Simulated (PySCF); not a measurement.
Simulation results for CH$_{6}$BN$_{2}$, CH$_{7}$BNSi

All values are calculated (PySCF 2.14.0). Calculation on a computer-drawn molecule: optimised geometry and harmonic frequencies of an isolated molecule of the commonest isotopes, restricted reference for singlets and unrestricted otherwise, frozen core in MP2.

Common to all runs: charge 0; multiplicity 2; method HF.

(1) CH$_{6}$BN$_{2}$

Start structure:
```xyz
10
CH6BN2
B     -1.4118    -3.8103    -0.4130
N     -1.4437    -2.4040    -0.2371
C     -0.4523    -1.5408     0.1681
N      0.8505    -2.0261     0.5998
H     -0.4985    -4.4223    -0.2220
H     -2.4404    -4.2922    -0.6564
H     -2.3044    -1.9239    -0.3410
H     -0.6320    -0.5062     0.1822
H      1.5985    -1.4395     0.3442
H      0.9556    -2.9711     0.3824
```

Here we set basis cc-pVDZ.

The calculation gives: rotational constants 18.89, 5.872, 4.533 GHz; total energy -174.9406 hartree; spin squared 0.7672; convergence status largest gradient component 2.15e-05 hartree/bohr.

Drawn bonds:
| atom | other atom | order |
| --- | --- | --- |
| 1 | 2 | 1 |
| 2 | 3 | 1 |
| 3 | 4 | 1 |
| 1 | 5 | 1 |
| 1 | 6 | 1 |
| 2 | 7 | 1 |
| 3 | 8 | 1 |
| 4 | 9 | 1 |
| 4 | 10 | 1 |

Optimised structure:
```xyz
10
CH6BN2
B     -1.4860    -3.7951    -0.2904
N     -1.4356    -2.4002    -0.2804
C     -0.3677    -1.5304    -0.0033
N      0.7976    -2.1006     0.5284
H     -0.5290    -4.4519     0.0064
H     -2.5173    -4.3165    -0.6186
H     -2.2610    -1.9088    -0.5582
H     -0.6506    -0.5777     0.4328
H      1.5166    -1.4091     0.6338
H      1.1545    -2.8460    -0.0433
```

Modes:
| frequency (cm⁻¹) | reduced mass (dalton) |
| --- | --- |
| 149 | 1.6 |
| 300.3 | 1.168 |
| 316.1 | 2.43 |
| 439.9 | 1.49 |
| 598.3 | 2.523 |
| 785.6 | 1.258 |
| 834.6 | 1.067 |
| 916.4 | 1.464 |
| 944.7 | 2.151 |
| 1060 | 1.579 |
| 1065 | 1.544 |
| 1195 | 1.429 |
| 1312 | 1.202 |
| 1350 | 1.892 |
| 1413 | 1.761 |
| 1566 | 1.748 |
| 1646 | 1.834 |
| 1777 | 1.136 |
| 2675 | 1.059 |
| 2744 | 1.129 |
| 3293 | 1.09 |
| 3741 | 1.052 |
| 3835 | 1.094 |
| 3840 | 1.077 |

(2) CH$_{7}$BNSi

Start structure:
```xyz
11
CH7BNSi
B     -2.3893    -0.1545    -1.6059
N     -1.1417    -0.3749    -1.1326
C     -0.6497    -0.4570     0.1169
Si    -1.6385    -0.3537     1.6183
H     -3.3018    -0.1086    -0.8520
H     -2.5797    -0.0848    -2.7673
H     -0.3809    -0.4316    -1.8632
H      0.4076    -0.6366     0.2188
H     -2.3204     0.9345     1.7766
H     -0.6963    -0.5496     2.7189
H     -2.7242    -1.3765     1.7045
```

It was run with basis cc-pV(D+d)Z.

Results for CH$_{7}$BNSi: rotational constants 13.6, 3.311, 2.747 GHz; total energy -410.0090 hartree; spin squared 0.7651; convergence status largest gradient component 1.408e-05 hartree/bohr.

Drawn bonds:
| atom | other atom | order |
| --- | --- | --- |
| 1 | 2 | 1 |
| 2 | 3 | 1 |
| 3 | 4 | 1 |
| 1 | 5 | 1 |
| 1 | 6 | 1 |
| 2 | 7 | 1 |
| 3 | 8 | 1 |
| 4 | 9 | 1 |
| 4 | 10 | 1 |
| 4 | 11 | 1 |

Optimised structure:
```xyz
11
CH7BNSi
B     -2.4081    -0.1573    -1.6244
N     -1.0941    -0.3665    -1.1913
C     -0.6214    -0.4738     0.1196
Si    -1.6655    -0.3616     1.6575
H     -3.2899    -0.0470    -0.8191
H     -2.6222    -0.0927    -2.8026
H     -0.3840    -0.4541    -1.8906
H      0.4482    -0.6348     0.1976
H     -2.3440     0.9502     1.7788
H     -0.7349    -0.5336     2.7973
H     -2.6990    -1.4221     1.7103
```

Modes:
| frequency (cm⁻¹) | reduced mass (dalton) |
| --- | --- |
| 157 | 1.56 |
| 177.7 | 1.168 |
| 204.3 | 3.124 |
| 400 | 1.167 |
| 464.3 | 2.159 |
| 484.7 | 1.564 |
| 640.4 | 2.095 |
| 690.9 | 1.245 |
| 813 | 1.919 |
| 846.2 | 1.08 |
| 997.3 | 1.684 |
| 1023 | 1.041 |
| 1024 | 1.098 |
| 1040 | 1.056 |
| 1072 | 1.359 |
| 1120 | 1.744 |
| 1311 | 1.254 |
| 1411 | 1.556 |
| 1463 | 2.206 |
| 1639 | 1.711 |
| 2298 | 1.051 |
| 2306 | 1.05 |
| 2316 | 1.019 |
| 2679 | 1.056 |
| 2750 | 1.131 |
| 3314 | 1.088 |
| 3825 | 1.077 |
